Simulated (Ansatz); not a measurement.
A run for Ansatz (a quantum-chemistry and plane-wave program): R-B3LYP-D3(BJ)/def2-TZVP on CdFH (SMILES [F][CdH]). Elements past Kr take the def2 small-core potentials; no spin–orbit coupling.

Ansatz 0.2 input:
```yaml
crystal:
  periodic: [false, false, false]
  atoms:
    - {symbol: Cd, position_ang: [-0.00086310, -0.15633763, 0.00157586]}
    - {symbol: H, position_ang: [-1.29701776, -1.07154012, -0.27704940]}
    - {symbol: F, position_ang: [1.27290431, 1.26340646, 0.22273380]}
basis:
  gaussian:
    orbitals: def2-TZVP
hamiltonian:
  xc: b3lyp
  dispersion: d3bj
relax: {f_tol: 0.003, max_steps: 120}
```

The log:

```
WARN ansatz: RAYON_NUM_THREADS=1 ignored (pool sized by the plan → 1); use --threads N
Functional definition: B3LYP
integrals: 0.02 GiB planned
598 factors; their error is unknown
mean field: 0.17 GiB planned
mean field evaluation 1: about -7297.5562 eV, gradient 4.9e1 eV
mean field evaluation 2: about -7260.0937 eV, gradient 1.6e2 eV
mean field evaluation 4: about -7301.1262 eV, gradient 8.6e0 eV
mean field evaluation 8: about -7301.2942 eV, gradient 2.6e-1 eV
mean field evaluation 16: about -7301.2942 eV, gradient 3.5e-5 eV
mean field -7301.29420946 eV, -268.3176132028 hartree, gradient 3.5e-5 eV, S^2 0.000000; 0 other end points of the search recorded, 0 dependent functions left out
the calculation of the forces begins
reference -7301.29440902 eV, -268.3176205364 hartree; 15, 15 occupied and 62, 62 virtual orbitals, 598 factors
relax step   1: F+E_penalty+E_count = -7301.34089828 eV  Δ(F+E_penalty+E_count) = +0.000e0 eV  max|allowed force component| = 6.545e-1 eV/Å  Δτ_max = 0.0000 Å  (27 SCF iters, accepted)
these checks for a lower state are left out or cut short: starts, cluster_reference, orbital_swaps, neighbouring_geometries, increment
integrals: 0.02 GiB planned
598 factors; their error is unknown
mean field: 0.17 GiB planned
mean field -7301.36102582 eV, -268.3200686586 hartree, gradient 7.1e-6 eV, S^2 0.000000; 0 other end points of the search recorded, 0 dependent functions left out
the calculation of the forces begins
reference -7301.36122556 eV, -268.3200759989 hartree; 15, 15 occupied and 62, 62 virtual orbitals, 598 factors
relax step   2: F+E_penalty+E_count = -7301.40750207 eV  Δ(F+E_penalty+E_count) = -6.660e-2 eV  max|allowed force component| = 1.552e-1 eV/Å  Δτ_max = 0.1120 Å  (31 SCF iters, accepted)
these checks for a lower state are left out or cut short: starts, cluster_reference, orbital_swaps, neighbouring_geometries, increment
integrals: 0.02 GiB planned
598 factors; their error is unknown
mean field: 0.17 GiB planned
mean field evaluation 32: about -7301.3632 eV, gradient 2.3e-5 eV
mean field -7301.36315103 eV, -268.3201467587 hartree, gradient 2.3e-5 eV, S^2 0.000000; 0 other end points of the search recorded, 0 dependent functions left out
the calculation of the forces begins
reference -7301.36335078 eV, -268.3201540994 hartree; 15, 15 occupied and 62, 62 virtual orbitals, 598 factors
relax step   3: F+E_penalty+E_count = -7301.40964618 eV  Δ(F+E_penalty+E_count) = -2.144e-3 eV  max|allowed force component| = 1.651e-2 eV/Å  Δτ_max = 0.0243 Å  (30 SCF iters, accepted)
these checks for a lower state are left out or cut short: starts, cluster_reference, orbital_swaps, neighbouring_geometries, increment
integrals: 0.02 GiB planned
598 factors; their error is unknown
mean field: 0.17 GiB planned
mean field -7301.36317724 eV, -268.3201477217 hartree, gradient 2.3e-5 eV, S^2 0.000000; 0 other end points of the search recorded, 0 dependent functions left out
the calculation of the forces begins
reference -7301.36337699 eV, -268.3201550626 hartree; 15, 15 occupied and 62, 62 virtual orbitals, 598 factors
relax step   4: F+E_penalty+E_count = -7301.40967646 eV  Δ(F+E_penalty+E_count) = -3.028e-5 eV  max|allowed force component| = 2.575e-3 eV/Å  Δτ_max = 0.0022 Å  (30 SCF iters, accepted)
integrals: 0.02 GiB planned
598 factors; their error is unknown
mean field: 0.17 GiB planned
mean field -7301.36317724 eV, -268.3201477217 hartree, gradient 2.3e-5 eV, S^2 0.000000; 1 other end points of the search recorded, 0 dependent functions left out
the calculation of the forces begins
reference -7301.36337699 eV, -268.3201550626 hartree; 15, 15 occupied and 62, 62 virtual orbitals, 598 factors
Total energy: -7301.40987622 eV, -268.3218638776 hartree
Atom 0 at    -0.085723    -0.058803    -0.032599 Å, force     0.002233     0.001508     0.000487 eV/Å
Atom 1 at    -1.279998    -1.151325    -0.264101 Å, force     0.000343     0.000604     0.000037 eV/Å
Atom 2 at     1.340745     1.245657     0.243960 Å, force    -0.002575    -0.002112    -0.000524 eV/Å
Dipole moment:    -0.415631    -0.379990    -0.080591 e Å
```

Self-consistency was reached.

Cost: about 5 core-seconds (a rough figure).
